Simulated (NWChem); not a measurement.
BiCl$_{3}$; SMILES [Cl][Bi]([Cl])[Cl]

Computed with NWChem. All runs use the structure optimised with PBE0/def2-SVP. No frequency run checked for a minimum. def2 effective core potentials on Bi; no spin-orbit coupling. Ions are spin-unrestricted doublets at the neutral geometry; other ion states weren't tried.

For level PBE/def2-SVP:

```
Item                                   Value
-------------------------------------  -----
vertical ionisation energy, ΔSCF (eV)  10.17
−ε(HOMO) (eV)                           7.33
```

Problem. What are these values for level CAM-B3LYP/def2-SVP?

Solution. The vertical ionisation energy, ΔSCF (eV) is 10.73 and the −ε(HOMO) (eV) is 9.71.
